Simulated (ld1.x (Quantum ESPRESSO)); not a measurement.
## Configuration tests for carbon (PAW)

- Element: C
- Generator: ld1.x (Quantum ESPRESSO) 7.5
- Type: PAW
- Functional: PBEsol
- Relativity: scalar-relativistic
- Frozen core: [He]
- Valence charge: 4
- Reference configuration: 2s2 2p2
- Partial waves: 2s (bound): rcut 0.75, rcutus 1.00 bohr; 2s channel at 2.9 Ry: rcut 0.75, rcutus 1.00 bohr; 2p (bound): rcut 2.15, rcutus 2.70 bohr; 2p channel at 0.3 Ry: rcut 2.15, rcutus 2.70 bohr; 3d channel at 0.3 Ry: rcut 2.10, rcutus 2.40 bohr; 3d channel at 1.15 Ry: rcut 2.10, rcutus 2.40 bohr
- Local potential: all-electron potential smoothed inside 1.00 bohr (lloc = -2)
- Core correction: Bessel-smoothed model core inside 0.75 bohr
- Augmentation charge: PSQ, inside the norm-conserving radii

Energies are relative to the spin-unpolarised reference configuration 2s2 2p2; without spin polarisation the order of configurations can differ from experiment.

| valence configuration | charge | ΔE all-electron (eV) | error AE − PS (meV) |
| --- | --- | --- | --- |
| 2s2 2p1 | +1 | 10.789 | -0.9 |
| 2s2 2p0 | +2 | 34.807 | +1.8 |
| 2s1 2p0 | +3 | 82.771 | -18 |
| 2s2 2p2.3 | -0.3 | -1.144 | +0.9 |
| 2s2 2p1.5 | +0.5 | 3.933 | +0.9 |

Problem. What are ΔE and the potential's error for 2s1 2p3?

Solution. ΔE = 8.427 eV all-electron; the error (AE − PS) is +0.2 meV.

Problem. What are ΔE and the potential's error for 2s1 2p2?

Solution. ΔE = 19.502 eV all-electron; the error (AE − PS) is -8.0 meV.

Levels in the configuration 2s1 2p0:

| level | all-electron (eV) | pseudo (eV) |
| --- | --- | --- |
| 2s | -55.834 | -55.864 |
